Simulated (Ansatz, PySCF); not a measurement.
Reaction (SMILES): O[SiH3] [hydroxysilane] + H+ -> [OH2+][SiH3]
Each molecule is optimised on its own at B3LYP-D3(BJ)/def2-TZVP (Ansatz, a quantum-chemistry and plane-wave program). Frequencies are from Ansatz or PySCF.

Wanted: proton affinity (enthalpy at 298 K, with B3LYP-D3(BJ) rigid-rotor harmonic-oscillator terms), positive where the reaction releases energy, in kcal/mol. Cores are frozen in the correlated levels unless marked. No spin-orbit coupling. No relativistic terms. Basis-set limits of correlation are two-point, X^-3; Hartree-Fock from the larger set (for Q and 5 zeta extrapolated as (X+1)exp(-9√X)).

| level | program | proton affinity (kcal/mol) |
|---|---|---|
| HF/def2-SVP | Ansatz | 186.3 |
| HF/cc-pwCVTZ | Ansatz | 182.1 |
| PBE0-D4/def2-TZVPD | Ansatz + dftd4 | 178.1 |
| MP2/cc-pwCVTZ | Ansatz | 178.0 |
| MP2/CBS(cc-pV(T+d)Z,cc-pV(Q+d)Z) | Ansatz | 176.4 |
| RI-MP2/def2-QZVPP | Ansatz | 177.1 |
| SCS-MP2/def2-SVP | Ansatz | 186.8 |
| CCSD(T)/def2-QZVPP | Ansatz | 178.6 |
| CCSD(T)/CBS(def2-TZVPP,def2-QZVPP) | Ansatz | 178.0 |
| CCSD(T)/CBS(cc-pV(Q+d)Z,cc-pV(5+d)Z) | Ansatz | 177.5 |
